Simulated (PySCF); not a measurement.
Hydrogen selenide, H2Se.
InChI=1S/H2Se/h1H2

Level of theory: PySCF, PBE0-D3(BJ)/def2-SVP geometry optimisation, gas phase.

Take the most abundant isotopes and a rigid rotor. 

Problem. What are A, B and C (cm⁻¹)?

Solution. Ia = 2.08, Ib = 2.22, Ic = 4.30 u·Å²; 505379 MHz·u·Å²/I gives 243422, 227227 and 117523 MHz, that is A = 8.11970, B = 7.57947, C = 3.92014 cm⁻¹.

Problem. Classify the top.

Solution. An asymmetric top: κ = (2 × 227227 − 243422 − 117523)/(243422 − 117523) = 0.74.

Problem. List the rotational levels J(Ka,Kc) to J = 3 (K).

Solution. Above 0(0,0), as E/k:
J = 1: 1(0,1) 16.545, 1(1,1) 17.323, 1(1,0) 22.588
J = 2: 2(0,2) 45.069, 2(1,2) 45.148, 2(1,1) 60.943, 2(2,1) 63.275, 2(2,0) 67.843
J = 3: 3(0,3) 84.591, 3(1,3) 84.596, 3(1,2) 112.517, 3(2,2) 112.911, 3(2,1) 127.593, 3(3,1) 132.251, 3(3,0) 135.919
Those of J = 1 are B + C, A + C and A + B.

Problem. Which types of transition are allowed, and where do some lines up to J = 2 fall?

Solution. The dipole components are |μa| = 0.00 D, |μb| = 0.96 D, |μc| = 0.00 D; the symmetry axis of this C2v structure is b, so μa and μc vanish by symmetry and there are no a-type or c-type lines. Some lines, for components of 0.1 D or more:

```csv
type,branch,"J(Ka,Kc)",MHz,lower level (cm⁻¹)
b,Q,"1(1,0) ← 1(0,1)",125899,11.500
b,Q,"2(2,0) ← 2(1,1)",143759,42.358
b,Q,"2(1,1) ← 2(0,2)",330776,31.324
b,R,"1(1,1) ← 0(0,0)",360945,0.000
b,Q,"2(2,1) ← 2(1,2)",377698,31.380
b,R,"2(0,2) ← 1(1,1)",578132,12.040
b,R,"2(1,2) ← 1(0,1)",595991,11.500
b,R,"2(2,1) ← 1(1,0)",847790,15.699
b,R,"2(2,0) ← 1(1,1)",1052666,12.040
```

Problem. Estimate the classical rotational partition function at 100 K and 200 K.

Solution. Point group C2v, symmetry number σ = 2; q = (√π/σ)·√((kT/h)³/(ABC)), k/h = 20836.6 MHz/K: 33.1 at 100 K, 93.5 at 200 K.

Not checked by PBE0-D3(BJ)/def2-SVP frequencies. No vibrational averaging or centrifugal distortion is included, and the geometry carries the error of its method.

The run took about 1.6 s of CPU time (one thread, shared machine). That covers the optimisation of the geometry.
